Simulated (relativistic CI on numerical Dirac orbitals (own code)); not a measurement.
## Ti²⁺ in a cubic cluster: L2,3 absorption with charge transfer

Computed with a charge-transfer multiplet model of a cubic metal-ligand cluster with up to one ligand hole, Slater and spin-orbit integrals from Dirac-Coulomb-Breit ions, Slater integrals scaled by 0.7. The parameters are those of a tetrahedral site (10Dq negative, t2 hopping the larger). The ground state mixes d2 with configurations of k ligand holes L, whose averages lie at kΔ + k(k − 1)U_dd/2; a core hole lowers each added d electron by U_cd. 20 K, Lorentzian 0.4 eV and Gaussian 0.3 eV FWHM.

Atomic integrals in eV (Slater integrals scaled, ζ unscaled), ground: F2dd 5.756, F4dd 3.579, zeta_d 0.013; with the core hole: F2dd 6.408, F4dd 3.990, zeta_d 0.022, zeta_core 3.746, F2cd 3.430, G1cd 2.435, G3cd 1.380.

Cluster parameters (eV): Δ = 5.1, U_cd = 5.8, 10Dq = -0.2, 10Dq(ligand) = 0, V(eg) = 0.72, V(t2g) = -1.23, final-state hopping factor = 0.8.

```tsv
Case	n_d	d2	d3L	S
U_dd = 2.5 eV	2.19	0.81	0.19	1.00
U_dd = 3.2 eV	2.19	0.81	0.19	1.00
U_dd = 4.6 eV	2.19	0.81	0.19	1.00
```

Weights, n_d and S are thermal averages at 20 K. Photon energies count from the first peak over 30 % of the highest in each spectrum, which can be another peak from case to case. The parameters are a model scan and need not match a compound or its usual spin state. Peaks in eV (height, largest 100):
- U_dd = 2.5 eV: -1.7 (10), 0.0 (100), 1.1 (33), 5.0 (39), 6.1 (52)
- U_dd = 3.2 eV: -1.7 (9), 0.0 (100), 5.0 (37), 6.1 (51)
- U_dd = 4.6 eV: -1.7 (9), 0.0 (100), 4.0 (27), 4.9 (35), 6.0 (51)

Curve for U_dd = 2.5 eV (points under 2 left out, the grid thinned):

| E (eV) | Intensity |
| --- | --- |
| -2.6 | 2.3 |
| -2.3 | 3.5 |
| -2.0 | 6.5 |
| -1.7 | 9.5 |
| -1.4 | 9.0 |
| -1.1 | 11.4 |
| -0.8 | 18.2 |
| -0.5 | 36.5 |
| -0.2 | 84.4 |
| 0.1 | 90.4 |
| 0.4 | 48.9 |
| 0.8 | 34.8 |
| 1.1 | 33.4 |
| 1.4 | 29.2 |
| 1.7 | 19.9 |
| 2.0 | 12.9 |
| 2.3 | 9.1 |
| 2.6 | 8.3 |
| 2.9 | 8.6 |
| 3.2 | 10.0 |
| 3.5 | 13.3 |
| 3.8 | 18.9 |
| 4.1 | 26.4 |
| 4.4 | 30.6 |
| 4.7 | 36.7 |
| 5.0 | 39.0 |
| 5.3 | 38.0 |
| 5.6 | 44.5 |
| 5.9 | 50.0 |
| 6.2 | 50.1 |
| 6.5 | 31.0 |
| 6.8 | 16.5 |
| 7.1 | 11.0 |
| 7.4 | 8.3 |
| 7.8 | 6.7 |
| 8.1 | 5.1 |
| 8.4 | 3.8 |
| 8.7 | 3.3 |
| 9.0 | 3.2 |
| 9.3 | 3.0 |
| 9.6 | 2.7 |
| 9.9 | 2.4 |
| 10.2 | 2.4 |
| 10.5 | 2.4 |
| 10.8 | 2.1 |

For the case U_dd = 4.6 eV, Δ = 5.1 eV is larger than U_dd = 4.6 eV, the Mott-Hubbard side of the Zaanen-Sawatzky-Allen scheme. With the core hole the configuration with one ligand hole lies at Δ + U_dd − U_cd = 1.8, 2.5, 3.9 eV from the one without, in the order of the table; where this is negative the screened configuration lies lower, though the effective hopping of about 2.5 eV (from the holes of the mixed ground state) mixes the two strongly wherever it is as large as the gap.

With at most 1 ligand hole the space is cut while the next configuration still counts, so covalency is underestimated, and a final configuration with one more ligand hole, which can lie low, is missing from the spectra.
